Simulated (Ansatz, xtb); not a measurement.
Species: VO₃ (charge 0, doublet). The spin state was set by rule; other spins were not relaxed. SMILES: [O]=[V]1[O][O]1
Coordinates optimised at B3LYP-D3(BJ)/def2-TZVP (Ansatz, a quantum-chemistry and plane-wave program):
```xyz
4

V      0.0311    -0.2863     0.3210
O     -0.0281    -1.6952    -0.4087
O      0.6912     1.2632    -0.3234
O     -0.7524     1.2551    -0.1907
```
Charge 0, spin multiplicity 2.

Harmonic wavenumbers from GFN2-xTB (xtb, at its own minimum), cm⁻¹: 184, 259, 579, 757, 1081, 1156.

Question: Give the harmonic wavenumbers at B3LYP-D3(BJ)/def2-TZVP (Ansatz, finite differences of forces, unscaled).

Answer: 209, 246, 640, 644, 949, 1076 cm⁻¹. Zero-point energy 5.4 kcal/mol.

Question: From these and the geometry, give the ideal-gas thermochemistry at 298.15 K and 1 atm (rigid rotor, harmonic oscillator).

Answer: Point group Cs, rotational symmetry number 1. Rotational constants 18.9, 4.554, 4.288 GHz. S(trans) 39.69, S(rot) 24.28, S(vib) 4.76, S(elec, spin only) 1.38, S 70.1 cal/(mol K). H(298) - H(0) 3.24 kcal/mol; G - E(el) -12.3 kcal/mol.
